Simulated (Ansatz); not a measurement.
Start from `CC[CH2][GeH3]` and change one atom or group to get `CCCCBr`.

Ansatz, PBE0-D4/def2-TZVP geometries, multiplicity 1. Each molecule was computed in one conformer, which needn't be the lowest.

Scalar relativity is left out up to krypton. Spin–orbit coupling is left out; it splits and shifts lone-pair levels of the heavy atoms by tenths of an eV.

| property | `CC[CH2][GeH3]` |
| --- | --- |
| HOMO energy (PBE0/def2-TZVPP) / eV | -8.26 |
| ideal-gas entropy at 298 K and 1 bar (rigid rotor, harmonic PBE0-D4/def2-TZVP) / J/(mol·K) | 343 |
| HOMO–LUMO gap (PBE0/def2-TZVPP) / eV | 9.10 |
| zero-point energy (PBE0-D4/def2-TZVP) / kJ/mol | 306.8 |
| HOMO–LUMO gap (B3LYP/def2-TZVPP) / eV | 8.60 |
| HOMO energy (PBE/def2-TZVPP) / eV | -7.05 |

Task: Give the same properties after the change, and the shifts. (Estimate.)

Result: The calculation gave: 
```
                                                                                  property  `CCCCBr`  shift
                                                        HOMO energy (PBE0/def2-TZVPP) / eV     -7.76   0.50
ideal-gas entropy at 298 K and 1 bar (rigid rotor, harmonic PBE0-D4/def2-TZVP) / J/(mol·K)       348      5
                                                      HOMO–LUMO gap (PBE0/def2-TZVPP) / eV      7.97  -1.13
                                            zero-point energy (PBE0-D4/def2-TZVP) / kJ/mol     323.5   16.7
                                                     HOMO–LUMO gap (B3LYP/def2-TZVPP) / eV      7.43  -1.17
                                                         HOMO energy (PBE/def2-TZVPP) / eV     -6.47   0.58
```

With PBE0 the HOMO rises by 0.50 eV and the LUMO falls by 0.63 eV, so the gap narrows by about 1.13 eV. PBE moves the HOMO by 0.58 eV and ωB97M-V by 0.42 eV.

Positive LUMOs are unbound, so they and the gaps depend on the basis.

B3LYP here is the variant with VWN-RPA as its local correlation; programs differ in this.
